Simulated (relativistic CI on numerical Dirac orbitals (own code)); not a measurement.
Transition arrays of Ni8+

Calculated at this level of theory: Dirac-Coulomb-Breit CI, separate exchange-only KLI orbitals for each configuration, QED by a radiative potential, valence Slater integrals scaled by 0.9, whole transition arrays (own radial code, finite nucleus).

CI space (outside the closed core [Ne] 3s2): 3p6 3d2, 3p6 3d 4f, 3p5 3d3, 3p6 3d 4p, 3p6 3d 5f. Levels of other configurations are missing.

All E1 lines from the levels of 3p6 3d2; mean and standard deviation are weighted by gf, and upper levels are sorted by their leading configuration.

| Upper configuration | Lines | Σgf | Mean (eV) | Mean (nm) | σ (eV) | Strongest line (nm) |
| --- | --- | --- | --- | --- | --- | --- |
| 3p6 3d 4f | 81 | 54.4 | 119.94 | 10.338 | 1.82 | 10.418 |
| 3p5 3d3 | 466 | 103.0 | 82.89 | 14.958 | 6.04 | 14.351 |
| 3p6 3d 4p | 60 | 23.5 | 82.52 | 15.025 | 1.39 | 14.892 |
| 3p6 3d 5f | 81 | 25.7 | 145.11 | 8.544 | 1.93 | 8.618 |

Σgf per state of the lower configuration in bins of 0.2 nm over the central range (centre: value): 8.5: 0.32, 8.7: 0.24, 9.1: 0.01, 10.1: 0.41, 10.3: 0.28, 10.5: 0.45, 10.7: 0.05, 10.9: 0.03, 13.5: 0.05, 13.7: 0.02, 13.9: 0.45, 14.1: 0.15, 14.3: 0.34, 14.5: 0.14, 14.7: 0.18, 14.9: 0.33, 15.1: 0.06, 15.3: 0.20, 15.5: 0.17, 15.7: 0.19, 15.9: 0.06, 16.1: 0.06, 16.3: 0.17, 16.5: 0.14.

(1) How do configuration mixing and the scaling of the Slater integrals move the arrays?

Answers

(1) Slater scale 0.9, no configuration mixing: 3p6 3d 4f 119.6 ± 1.7 eV (Σgf 42.2), 3p5 3d3 83.2 ± 5.4 eV (Σgf 133.7), 3p6 3d 4p 82.3 ± 1.6 eV (Σgf 6.1), 3p6 3d 5f 145.0 ± 1.9 eV (Σgf 17.9); Slater scale 1: 3p6 3d 4f 120.1 ± 2.0 eV (Σgf 56.4), 3p5 3d3 85.0 ± 6.6 eV (Σgf 105.2), 3p6 3d 4p 81.9 ± 1.8 eV (Σgf 21.8), 3p6 3d 5f 145.2 ± 2.1 eV (Σgf 26.6); Slater scale 0.8: 3p6 3d 4f 119.8 ± 1.6 eV (Σgf 52.5), 3p5 3d3 81.1 ± 5.0 eV (Σgf 114.2), 3p6 3d 4p 82.0 ± 1.8 eV (Σgf 11.6), 3p6 3d 5f 145.0 ± 1.7 eV (Σgf 24.8). With mixing, levels are counted to their leading configuration, so an array can shrink or vanish into another, and the sums then hold other lines.
